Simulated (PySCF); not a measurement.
Species: C8H8O.
Atom-mapped SMILES: `[CH3:1][O:2][c:3]1[cH:4][cH:5][c:6]2[c:7]([cH:8]1)[CH2:9]2` (hydrogens: H10, H11, H12 on C1; H13 on C4; H14 on C5; H15 on C8; H16, H17 on C9)

Structure optimised with GFN2-xTB, isolated species.

Problem. List the bond lengths, angles and torsions at this level.

Solution. 
```
                  bond  length (bohr)     order
                 C1–O2          2.655    single
                 O2–C3          2.581    single
                 C3–C4          2.623  aromatic
                 C4–C5          2.669  aromatic
                 C5–C6          2.555  aromatic
                 C6–C7          2.613  aromatic
                 C7–C8          2.551  aromatic
                 C7–C9          2.811    single
                 C3–C8          2.691  aromatic
                 C6–C9          2.811    single
C1–H10, C1–H11, C1–H12          2.065    single
                C4–H13          2.038    single
                C5–H14          2.041    single
                C8–H15          2.038    single
        C9–H16, C9–H17          2.050    single
```

Bonds in one row agree within 0.02 bohr and their mean is given. Orders are formal, as drawn. A selection of angles:
```
     angle  degrees
 O2–C1–H10    105.7
 O2–C1–H11    111.6
H10–C1–H11    109.3
  C1–O2–C3    119.0
  O2–C3–C4    124.2
  O2–C3–C8    113.8
  C4–C3–C8    122.0
  C3–C4–C5    122.7
 C3–C4–H13    119.8
 C5–C4–H13    117.5
  C4–C5–C6    113.7
 C4–C5–H14    120.6
 C6–C5–H14    125.7
  C5–C6–C7    123.7
  C5–C6–C9    174.0
  C7–C6–C9     62.3
  C6–C7–C8    124.8
  C6–C7–C9     62.3
  C8–C7–C9    172.9
 C7–C8–H15    127.1
  C3–C8–C7    113.2
 C3–C8–H15    119.8
 C7–C9–H16    118.9
  C6–C9–C7     55.4
 C6–C9–H16    119.0
H16–C9–H17    113.7
```

Torsions: C1–O2–C3–C4 0° (synperiplanar).

The 9 heavy atoms lie in one plane (0.002 Å rms). The 8 C–C bonds span 1.350 Å (C7–C8, aromatic) to 1.487 Å (C6–C9, drawn single), a spread of 0.137 Å. Of the pairs four or more bonds apart, C1···H13 is among the closest relative to their van der Waals radii: 2.52 Å, 87 % of the sum of Bondi's values. The 3-membered ring C6–C7–C9 has internal angles of 55.4° to 62.3°. The 6-membered ring C3–C4–C5–C6–C7–C8 has internal angles of 113.2° to 124.8° (sum 720°, against 720° for a flat polygon); it is planar, 0.00 Å rms from its mean plane, widest ring torsion 0°. The 2 C–O bonds span 1.366 Å (O2–C3, drawn single) to 1.405 Å (C1–O2, drawn single), a spread of 0.039 Å.

Point group: Cs (every atom within 0.08 Å of its image). No frequency check. One conformer, not necessarily the lowest.

The numbers are calculated, not measured.
